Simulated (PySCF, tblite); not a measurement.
Isomers of C5H12NSi (doublet state), one GFN2-xTB conformer each. Single-point energies are computed at B3LYP/pcH-1 (PySCF, gas phase, no added dispersion term), electronic only. GFN2-xTB treats the open shell by occupation alone, and not every SCF solution was tested for stability.

Question: Rank them by B3LYP/pcH-1 energy, lowest first (kJ/mol).
A. `[CH3:1][CH2:2][CH2:3][CH:4]/[CH:5]=[N:6]/[SiH3:7]` (doublet state) with C1–C2–C3–C4 65°, C2–C3–C4–C5 -125°, C3–C4–C5–N6 179°
B. `[CH3:1][CH2:2][Si@H:3]([NH:4])[CH:5]1[CH2:6][CH2:7]1` (doublet state) with C1–C2–Si3–N4 -75°, C2–Si3–N4–H 119°, C2–Si3–C5–C6 96°

Answer: A (0.0), B (92.3).

As drawn, the higher has a three-membered ring, an N–H bond and an Si–C bond, which the lower lacks. GFN2-xTB itself gives, in the same order: 0.0, 131.5. Both levels put the same isomer lowest.

Q: What happens when harmonic zero-point energies from GFN2-xTB frequencies are added?

A: 
| SMILES | ZPE (kJ/mol) | electronic (kJ/mol) | with ZPE (kJ/mol) |
| --- | --- | --- | --- |
| CCC[CH]/C=N/[SiH3] | 399.2 | 0.0 | 0.0 |
| CC[Si@H]([NH])C1CC1 | 412.5 | 92.3 | 105.7 |

The zero-point energies span 13.3 kJ/mol. The order is unchanged.
